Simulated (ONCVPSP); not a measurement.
## Sb, ONCV: configuration errors across variants

Sb, optimised norm-conserving Vanderbilt (ONCV), made with ONCVPSP 4.0.1 (PBEsol, non-relativistic). Core [Kr], reference 4d10 5s2 5p3. Waves: 5s: rc 2.05 bohr, ncon 4, nbas 8, qcut 3.5 1/bohr, 2 projectors, debl 2.1 Ha; 5p: rc 2.35 bohr, ncon 4, nbas 7, qcut 3.8 1/bohr, 2 projectors, debl 1.9 Ha; 4d: rc 1.25 bohr, ncon 4, nbas 9, qcut 11.7 1/bohr, 2 projectors, debl 1.1 Ha. Local part: polynomial inside 1.05 bohr (lpopt 5, dvloc0 4 Ha). Core correction: polynomial model core, fcfact 0.2.

In the d channel the program set the typed energies aside and used -1.293, 0.250 Ha.

All-electron excitation energies from the reference (eV): (1) 4d10 5s2 5p2 8.396; (2) 4d10 5s2 5p1 24.403; (3) 4d10 5s2 5p0 48.765; (4) 4d10 5s0 5p5 14.359.

5 further variants failed, have other tests or too few solved ones, and are left out.

A true bound ghost makes a file unfit for plane-wave use even where its test errors are small: the radial tests pick states by their node count and pass the ghost by.

Errors AE − PS in meV (a dash: test not solved or not reliable):

| change | (1) | (2) | (3) | (4) | bound ghosts | GHOST(+) flags above zero |
| --- | --- | --- | --- | --- | --- | --- |
| base | +0.1 | -0.4 | -4.4 | -6.4 | s | p |
| s: qcut 2.2; p: qcut 2.4; d: qcut 7.3 | -1.5 | -4.1 | -15 | -9.7 | s | p |
| s: qcut 2.6; p: qcut 2.8; d: qcut 8.7 | -0.6 | -2.9 | -13 | -6.2 | s | p |
| s: qcut 3.4; p: qcut 3.7; d: qcut 11.4 | 0.0 | -0.6 | -5.1 | -6.1 | s | p |

Q: Give the same row for: s: qcut 2.9; p: qcut 3.1; d: qcut 9.6.

A: -0.3, -2.0, -10, -5.1; bound ghosts: s; GHOST(+) flags above zero: p.
